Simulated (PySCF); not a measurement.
## Correlation energy of Cu⁺ (copper, charge +1)

[Ar] 3d10, closed-shell 1S. Computed with PySCF 2.14 in def2-TZVP, with no relativity, point nucleus. Frozen: [Ar]; 10 electrons correlated.

Total MP2 correlation energy: -375.41 mhartree.

Same-spin part -139.36 and opposite-spin part -236.05 mhartree; SCS-MP2 scales them by 1/3 and 6/5 to -329.71 mhartree.

```json
{"level": "CCSD", "correlation energy (mhartree)": "-326.85"}
{"level": "(T)", "correlation energy (mhartree)": "-7.91"}
{"level": "CCSD(T)", "correlation energy (mhartree)": "-334.76"}
```

Diagnostics: T1 = 0.014, D1 = 0.0200, largest double amplitude 0.022.

Q: Is a single reference adequate?

A: Yes: T1 lies below 0.03 and no double amplitude reaches 0.07.
